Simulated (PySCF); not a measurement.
Compound: C5H11N2PSi.
Geometry (PBE0-D3(BJ)/def2-SVP, Å), atoms numbered from 1 in this order:
```
atom  x, y, z in Å
C1    -2.3424   -1.3806    0.5949
N2    -0.9209   -1.6102    0.5152
P3     0.1860   -0.4065    0.1756
N4     1.5820   -1.0554   -0.0356
Si5    3.1444   -0.4964   -0.4175
C6    -0.4529    0.7011   -1.1347
C7    -0.7415    1.9003   -0.6054
C8    -0.5174    2.0028    0.8596
C9    -0.0575    0.8842    1.4416
H10   -2.8258   -2.1938    1.1565
H11   -2.8416   -1.2938   -0.3883
H12   -2.5337   -0.4476    1.1475
H13   -0.6084   -2.5166    0.1804
H14    3.6963    0.4722    0.5925
H15    3.2218    0.2043   -1.7475
H16    4.0906   -1.6537   -0.4797
H17   -0.5194    0.4397   -2.1917
H18   -1.0926    2.7615   -1.1808
H19   -0.7065    2.9393    1.3918
H20    0.1817    0.7615    2.4986
```

Level: PBE0/pcSseg-1 in PySCF, non-relativistic, on one gas-phase PBE0-D3(BJ)/def2-SVP geometry that isn't relaxed in the solvent. The solvent is an IEF-PCM continuum (cavity from Bondi-type radii × 1.2). Only the electrostatic response of the medium enters.

```
run  E − E(gas) (kcal/mol)  HOMO (eV)  HOMO–LUMO gap (eV)  dipole (D)
gas                   0.00      -6.61                4.41        4.84
  P                  -5.30      -6.68                4.62        5.82
  Q                  -7.29      -6.72                4.68        6.18
```

**Question.** The runs were made in chloroform and methanol. Which run belongs to which solvent?

**Answer.** P = chloroform, Q = methanol. The dielectric constants are 4.711 (chloroform), 32.61 (methanol), and the energy falls further as ε rises. In this model the ground state sees the solvent through ε alone.

**Question.** How constant is the ratio of the lowering to (ε − 1)/(2ε + 1)?

**Answer.** 
```json
{"solvent": "chloroform", "(ε − 1)/(2ε + 1)": "0.356", "E − E(gas) (kcal/mol)": "-5.30", "ratio (kcal/mol)": "-14.9", "polarisation term (kcal/mol)": "-5.92"}
{"solvent": "methanol", "(ε − 1)/(2ε + 1)": "0.477", "E − E(gas) (kcal/mol)": "-7.29", "ratio (kcal/mol)": "-15.3", "polarisation term (kcal/mol)": "-8.49"}
```

The ratio changes by +2.6 % in size from chloroform to methanol. The polarisation term is half the interaction of the solute with the induced surface charges.

Time: 65 s wall; peak memory 1.3 GiB. Hardware: Arm Neoverse V1, one thread, shared host. This is the whole shielding run at PBE0/pcSseg-1 in methanol, SCF included.
